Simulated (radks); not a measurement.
The numbers below are computed, except where a source is named.
Question: Nd2+, 58 electrons, occupied as [Xe] 4f3 6f1 (not the ground configuration). Level of theory: scalar-relativistic Kohn-Sham, PBE, spin-polarised, spherical densities, finite nucleus; open shells are filled with parallel spins first (spin-orbit coupling, left out, can overturn this in heavy ions); Fermi nuclear charge, rms radius 4.9123 fm (a radial shooting solver on a logarithmic mesh with Libxc functionals). Some entries of the table are withheld. Estimate them.

| orbital | occ. | eigenvalue (eV) | <1/r> (bohr^-1) |
|---|---|---|---|
| 1s down | 1 | -43424.18 | 66.04 |
| 1s up | 1 | -43424.18 | 66.04 |
| 2s up | 1 | -7046.372 | 15.26 |
| 2s down | 1 | -7046.364 | 15.26 |
| 2p up | 3 | -6302.177 | 14.39 |
| 2p down | 3 | -6302.173 | 14.39 |
| 3s up | 1 | -1550.960 | 5.561 |
| 3s down | 1 | -1550.051 | 5.563 |
| 3p up | 3 | -1316.222 | 5.254 |
| 3p down | 3 | -1315.318 | 5.257 |
| 3d up | 5 | -990.3508 | 4.986 |
| 3d down | 5 | -989.6524 | 4.988 |
| 4s up | 1 | -331.1572 | 2.330 |
| 4s down | 1 | -328.7209 | 2.331 |
| 4p up | 3 | -254.1307 | 2.148 |
| 4p down | 3 | -251.6838 | 2.149 |
| 4d up | 5 | -144.5486 | 1.882 |
| 4d down | 5 | -142.0971 | 1.882 |
| 5s up | 1 | (1) | 0.9252 |
| 5s down | 1 | (2) | 0.9160 |
| 5p up | 3 | -44.9857 | 0.7965 |
| 5p down | 3 | -43.8790 | 0.7870 |
| 4f up | 3 | (3) | 1.345 |
| 4f down | 0 | (4) | 1.328 |
| 6f up | 1 | -4.5290 | (5) |

Answer: 
(1) 5s up eigenvalue (eV): -64.4903
(2) 5s down eigenvalue (eV): -63.0614
(3) 4f up eigenvalue (eV): -28.1099
(4) 4f down eigenvalue (eV): -25.9155
(5) 6f up <1/r> (bohr^-1): 0.1436
